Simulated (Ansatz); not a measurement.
Problem. Name a neutral molecule of C, F, Sn and H with HOMO–LUMO gap (PBE/def2-TZVPP) between 5.15 and 5.45 eV and HOMO–LUMO gap (PBE0/def2-TZVPP) between 7.30 and 7.60 eV (Ansatz, PBE0-D4/def2-TZVP geometry).

Solution. `CC(C)[CH2][Sn]([F])([F])[CH2]C(C)C` (5.40 eV, 7.56 eV); `C#[C][SnH2][F]` (5.36 eV, 7.42 eV); `C=[CH][SnH2][F]` (5.31 eV, 7.43 eV); `C=[CH][SnH]([CH3])[F]` (5.22 eV, 7.45 eV); `C#[C][Sn]([F])([F])[F]` (5.18 eV, 7.54 eV). Other molecules can fit too; these were computed, each in one conformer that needn't be the lowest.
